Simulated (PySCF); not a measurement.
**SnBr under electron impact: the energy ladder**

PBE0 in PySCF with def2-TZVPPD on every atom (core potentials on Sn), for the lowest determinant that a PBE0 search found; no spin–orbit coupling.

```tsv
species	state (unpaired electrons)	Re (Å)	ωe (cm⁻¹)	energy of the minimum from the neutral (eV)	De (eV)	dissociates to
SnBr	doublet (π ↑)	2.519	243	0.00	3.57	Sn + Br
SnBr⁺	singlet (closed shell)	2.401	301	6.96	3.91	Sn⁺ + Br
SnBr⁻	triplet (π ↑↑)	2.706	170	-1.55	1.66	Sn + Br⁻
```

Q: Work out the lowest energy to break SnBr into atoms, from its vibrational ground state.

A: D0 = De − ωe/2 = 3.57 − 0.02 = 3.55 eV (PBE0/def2-TZVPPD).

Q: Work out the ionisation energy of the Sn atom at this level and the threshold of dissociative ionisation.

A: IE(Sn) = 6.96 + 3.91 − 3.57 = 7.30 eV, so Sn⁺ + Br + e⁻ appears at D0 + IE(Sn) = 10.85 eV (PBE0/def2-TZVPPD). The measured IE(Sn) is 7.344 eV (NIST ASD).

Q: Work out the electron affinity of the Br atom and the threshold of dissociative attachment.

A: EA(Br) = 3.57 − 1.66 − (-1.55) = 3.46 eV, so Sn + Br⁻ needs D0 − EA(Br) = 0.09 eV (PBE0/def2-TZVPPD). The measured EA(Br) is 3.364 eV.

Q: At which energy does ion-pair formation open?

A: Sn⁺ + Br⁻ lies at D0 + IE(Sn) − EA(Br) = 7.39 eV (PBE0/def2-TZVPPD).

These are thermodynamic thresholds; the onsets seen under electron impact lie higher where the geometry changes, and cross-sections peak well above them.

Spin–orbit coupling is left out, which matters for elements this heavy, above all for dissociation energies. For an ion De counts to the pair picked by the measured ionisation energies or electron affinities, which need not be the lowest pair at this level. The highest Kohn–Sham level is positive in this anion. Much of that is self-interaction error, but it also means that the finite basis helps to hold the extra electron. States were picked by a PBE0 search and need not be the measured ground states.
